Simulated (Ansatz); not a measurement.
CH7NSi2 (`N=C([SiH3])[SiH3]`), charge 0, multiplicity 1.

Give a relaxed structure at PBE0-D4/def2-TZVP (Ansatz 0.2.0). (Best estimate.)

Ansatz gave: 
Z-matrix (Å, degrees):
```
Si
C 1 1.900
H 1 1.487 2 110.4
H 1 1.487 2 110.4 3 -119.8
H 1 1.488 2 107.3 3 120.1
Si 2 1.898 1 121.2 3 59.9
N 2 1.279 1 122.6 3 -120.1
H 6 1.481 2 110.2 1 -179.9
H 6 1.488 2 108.8 1 58.5
H 6 1.488 2 108.8 1 -58.4
H 7 1.026 2 111.9 1 -0.0
```
Point group Cs.
This is one stationary point; other conformers may exist.
